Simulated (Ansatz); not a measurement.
```yaml
crystal:
  periodic: [false, false, false]
  atoms:
    - {symbol: F, position_ang: [-1.098270, -1.195141, 0.957975]}
    - {symbol: In, position_ang: [-0.537382, 0.020819, -0.465521]}
    - {symbol: S, position_ang: [1.648078, 0.758887, 0.030922]}
    - {symbol: H, position_ang: [-1.633040, 0.317652, -1.722146]}
    - {symbol: H, position_ang: [1.670513, 0.024181, 1.157370]}
basis:
  gaussian: {orbitals: def2-TZVPD}
hamiltonian: {xc: {name: PBE-QIDH}}
scf: {max_iter: 3}
output: {forces: true}
```

```sh
$ ansatz run in.yaml --threads 2 --pin off --events-out ev --progress --plain --max-ram 32768MiB --backend cpu
```

Shortened log:

```
Error: invalid value for `basis.gaussian`: such a run doesn't read scf.max_iter; remove what it names
```

In this input the input holds a key that doesn't belong there. The input was rejected before any iteration.
